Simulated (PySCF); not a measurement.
Computed IR spectrum (relative IR intensity) of a molecule C3HF4, multiplicity 2. The structure is a stationary point at PBE-D3(BJ)/def2-SVP. Other conformers were not sampled. Level of theory: PBE-D3(BJ)/def2-SVP (PySCF). Frequencies are harmonic and unscaled.

Lines under 2 % of the strongest are left out, and lines within 2 cm⁻¹ are merged.

```tsv
ν (cm⁻¹)	relative intensity
341	2.2
629	16
697	21
1112	63
1158	100
1193	99
1287	70
1686	14
3266	11
```

**Question.** Which structure fits?
(A) F/C=[C]/C(F)(F)F
(B) F/[C]=C/C(F)(F)F
(C) [CH]=C(F)C(F)(F)F

**Answer.** C, [CH]=C(F)C(F)(F)F
